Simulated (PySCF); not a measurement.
A structure optimised at PBE0-D3(BJ)/def2-SVP, used in a PySCF frequency run:

```xyz
7

Ga    -0.0095    -0.0010     0.0000
S     -1.2603     1.8047     0.0000
H     -0.1992     2.6420     0.0000
S      2.1843     0.2084     0.0000
H      2.4210    -1.1215     0.0000
S     -1.0501    -1.9395     0.0000
H      0.0884    -2.6666     0.0000
```

Task: Write its SMILES, formula and point group.

Result: [SH][Ga]([SH])[SH], GaH3S3, Cs

Task: What are its rotational constants (standard atomic weights)?

Result: 2.1086, 2.0430, 1.0377 GHz
